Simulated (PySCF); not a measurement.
Compound: MeSi(SMe)3, C4H12S3Si.
SMILES: `CS[Si](C)(SC)SC`

Torsions of this conformer, `[CH3:1][S:2][Si:3]([CH3:4])([S:5][CH3:6])[S:7][CH3:8]`: C1–S2–Si3–C4 -176°, S2–Si3–S5–C6 -66°, S2–Si3–S7–C8 -173°.

The closed-shell ground state was solved at several levels (PySCF, density fitting, gas phase, non-relativistic). One conformer (not necessarily the lowest) at the PBE0-D3(BJ)/def2-SVP geometry, without solvent, vibrations or thermal averaging.

```csv
level,basis functions,total energy (Eh),HOMO (eV),LUMO (eV),gap (eV),dipole (D)
LDA/pcSseg-1,224,-1636.9945,-5.77,-0.86,4.91,1.91
PBE0/def2-SVPD,281,-1642.5349,-6.84,-0.01,6.83,1.81
B97-D/pcSseg-1,224,-1643.6340,-5.64,-0.53,5.11,1.85
PBE0/aug-cc-pVDZ,308,-1643.1145,-6.80,-0.25,6.55,1.79
KT2/pcSseg-1,224,-1658.4140,-5.76,-0.82,4.94,1.83
CAM-B3LYP/pcSseg-1,224,-1643.6724,-8.18,1.34,9.52,1.93
PBE0/cc-pVDZ,188,-1643.0942,-6.70,0.51,7.21,1.81
```

What might HF/pcSseg-1 (224 basis functions) give for the same quantities?

Total energy -1639.9538 Eh, HOMO -9.65 eV, LUMO 3.61 eV, gap 13.26 eV, dipole 2.11 D.

Over all these levels, which gives the widest orbital gap and which the narrowest?

HF/pcSseg-1 (Hartree–Fock, all exact exchange) has the widest, 13.26 eV, and LDA/pcSseg-1 (LDA) the narrowest, 4.91 eV. The two share the basis. From the narrowest to the widest the HOMO moves by -3.88 eV and the LUMO by +4.47 eV. The HOMO need not be the same orbital at Hartree–Fock and at DFT levels.

How much does the basis alone move the frontier levels among the 3 PBE0 rows?

The HOMO by 0.14 eV and the LUMO by 0.76 eV. By rising basis size (HOMO, LUMO in eV): cc-pVDZ -6.70, 0.51; def2-SVPD -6.84, -0.01; aug-cc-pVDZ -6.80, -0.25.

How far do the dipole and the HOMO energy spread over the levels?

The dipole runs from 1.79 to 2.11 D (mean 1.88 D) and the HOMO from -9.65 to -5.64 eV.

The pairwise dispersion term of B97-D wasn't added to the energies; at a given geometry it leaves orbitals and properties as they are.
